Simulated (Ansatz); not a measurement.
`[OH][Nb]([OH])([F])([F])[F]` + H–F → `[OH][Nb]([F])([F])([F])[F]` + H₂O at 298.15 K and 1 bar (ligand exchange at the Nb–O bond).

Program: Ansatz. Geometries: PBE0-D4/def2-TZVP. ΔE: electronic, gas phase. CCSD(T)/CBS adds triple-zeta CCSD(T) − MP2 to the extrapolated MP2 energy (def2 sets, frozen cores). This one scheme is used for every species. Elements past krypton have def2 core potentials. For Nb outer-core shells are correlated without core-valence functions, which leaves a few kJ/mol of doubt a bond. One conformer a species, not always the lowest.

| species | CCSD(T)/CBS energy (Eh) | H − E (kJ/mol) | S (J/(mol·K)) |
| --- | --- | --- | --- |
| `[OH][Nb]([OH])([F])([F])[F]` | -508.11312 | 111.7 | 389.0 |
| H–F | -100.39570 | 33.5 | 173.6 |
| `[OH][Nb]([F])([F])([F])[F]` | -532.14048 | 81.9 | 364.8 |
| H₂O | -76.37941 | 66.4 | 188.7 |

H − E and S are ideal-gas, rigid-rotor, harmonic terms from PBE0-D4/def2-TZVP, for one conformer and one mirror image of each species. 1 Eh = 2625.50 kJ/mol, R = 8.31446 J/(mol·K).

Task: By hand: ΔE, ΔH, ΔS and ΔG.

Result: ΔE = (-532.14048) + (-76.37941) − (-508.11312) − (-100.39570) = -0.01107 Eh = -29.1 kJ/mol. Δ(H − E) = 81.9 + 66.4 − 111.7 − 33.5 = 3.1, so ΔH = -26.0 kJ/mol. ΔS = 364.8 + 188.7 − 389.0 − 173.6 = -9.1 J/(mol·K). ΔG = -26.0 − 298.15 × (-9.1)/1000 = -23.3 kJ/mol.

Task: By hand: the equilibrium constant, and the temperature at which ΔG would vanish if ΔH and ΔS stayed fixed.

Result: log₁₀ K = −ΔG/(RT ln 10) = 4.1. ΔG = 0 at ΔH/ΔS = 2857 K, far beyond where these terms or the molecules hold.

The number of gas molecules stays the same, so ΔS is small and ΔH decides. A doubt of 5 kJ/mol in ΔE shifts log₁₀ K by 0.9 here. Other conformers and mirror images would add mixing entropy, several J/(mol·K) or more a flexible species. Modes under 60 cm⁻¹, often nearly free rotors, make the harmonic entropy too high. These are equilibria of isolated gas molecules and say nothing of rates. Largest T1 diagnostic: 0.020 (customary marks: 0.02 for closed shells, 0.045 for open ones).
